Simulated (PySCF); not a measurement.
Zn(Cl)(SiH3) (ClH3SiZn), SMILES [SiH3][Zn][Cl]. Coordinates come from a PBE0-D3(BJ)/def2-SVP optimisation.

Computed equilibrium geometry at PBE0-D3(BJ)/def2-SVP (PySCF confirms it by a frequency run) as bond lengths and angles, and its point group:
point group C3v.
Atoms: Zn1 Cl2 Si3 H4 H5 H6. Bonded distances (Å): Zn1–Cl2 2.121, Zn1–Si3 2.352, Si3–H4 1.497, Si3–H5 1.497, Si3–H6 1.497. Angles (°): Cl2–Zn1–Si3 180.0, Zn1–Si3–H4 110.9, Zn1–Si3–H5 110.9, Zn1–Si3–H6 110.9, H4–Si3–H5 108.0, H4–Si3–H6 108.0, H5–Si3–H6 108.0.
Charge 0, spin multiplicity 1.
